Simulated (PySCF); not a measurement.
C6H10F2O2.
Atom-mapped SMILES: `[CH3:1][CH2:2][C@@H:3]1[CH2:4][O:5][C@@H:6]([CH:7]([F:8])[F:9])[O:10]1`

Structure used (GFN2-xTB), in Å, numbered top down from 1:
```
atom  x, y, z in Å
C1     2.7596   -0.5268    0.5461
C2     1.7612    0.5238    0.0794
C3     0.3175    0.0825    0.3123
C4    -0.1943   -0.9654   -0.7000
O5    -1.1531   -0.2675   -1.4812
C6    -1.6055    0.7873   -0.6907
C7    -2.8445    0.3485    0.1421
F8    -3.5338    1.4271    0.5716
F9    -2.4826   -0.3451    1.2454
O10   -0.5505    1.1986    0.1098
H11    2.6096   -1.4697    0.0251
H12    3.7743   -0.1868    0.3563
H13    2.6512   -0.7055    1.6134
H14    1.8988    0.7386   -0.9819
H15    1.9147    1.4517    0.6318
H16    0.1984   -0.2790    1.3415
H17   -0.6620   -1.8179   -0.1954
H18    0.5834   -1.3182   -1.3777
H19   -1.9280    1.6169   -1.3341
H20   -3.5196   -0.2824   -0.4557
```

NICS = −σ at a ghost point: NICS(0) at the centroid of the ring atoms, NICS(1) 1 Å to either side along the normal of their mean plane, zz for the tensor component along that normal. Level: GIAO PBE0/pcSseg-1 (PySCF, non-relativistic, gas phase) on the GFN2-xTB geometry, one conformer.

Ring bond lengths (Å), with Mayer bond orders in brackets: C3–C4 1.544 (1.00), C4–O5 1.420 (0.90), O5–C6 1.394 (0.96), C6–O10 1.387 (0.99), O10–C3 1.428 (0.87).

Task: Give the NICS values of each ring in ppm.

Result: 
```csv
ring,type,NICS(0),"NICS(1), two faces","NICS(1)zz, two faces",rms pucker (Å),"centre to ring atoms, mean (Å)"
C3–C4–O5–C6–O10,5-membered ring with 2 O; formal bonds all single,-10.7,-3.4 / -3.8,-12.6 / -8.4,0.12,1.21
```

Task: What do they say, and how far can they be read as aromaticity?

Result: 
- C3–C4–O5–C6–O10: mean NICS(1)zz -10.5 ppm, shielded. C3, C4, C6 have four or more neighbours; no verdict on aromaticity is drawn. The two faces differ by 4.2 ppm, so no symmetry operation interchanges them. NICS(0) lies 7 ppm below the mean NICS(1).

Task: What is the mean of the two in-plane components of NICS at the first NICS(1) probe listed for ring C3–C4–O5–C6–O10, 1 Å off the ring?

Result: The isotropic value is a third of the trace: (3 × -3.4 − (-12.6))/2 = 1.2 ppm.
